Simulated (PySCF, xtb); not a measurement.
CH₄NO, SMILES NC=[OH+], charge +1. Atoms are numbered in the order given.

```xyz
7

N     -0.1881     1.1185     0.0000
C      0.4329    -0.0274     0.0000
O     -0.1079    -1.2004     0.0000
H     -1.2062     1.2113     0.0000
H      0.3532     1.9845     0.0000
H      1.5273    -0.0400     0.0000
H     -1.0918    -1.2180     0.0000
```
Charge +1, spin multiplicity 1.

Coordinates come from a PBE-D3(BJ)/def2-TZVP optimisation. The isomer is the one that the SMILES or the coordinates give; other isomers of the formula were not compared. One conformer was computed; it need not be the lowest.

These are PySCF 2.14.0 with IEF-PCM-B3LYP/def2-SVP values and carry that method's errors.

The values are the electrostatic part of the solvation free energy, E(continuum) − E(gas) at the gas-phase geometry, in a cavity of scaled van der Waals radii (PySCF's table); cavitation and dispersion terms are not included. In vacuum the orbital gap is 8.36 eV.

```tsv
solvent	ε	ΔG(elec) (kcal/mol)	gap (eV)
water	78.36	-73.1	8.31
acetone	20.49	?	?
diethylether	4.24	-55.9	8.33
```

### Question
What belongs in the gaps? (Estimate from the structure and the level; the computed values follow.)

### Answer

- acetone, ΔG(elec) (kcal/mol): -70.3
- acetone, gap (eV): 8.32

For comparison, GFN2-xTB/ALPB(water) (xtb, at the GFN2-xTB geometry, all terms of that model) gives -74.2 kcal/mol.
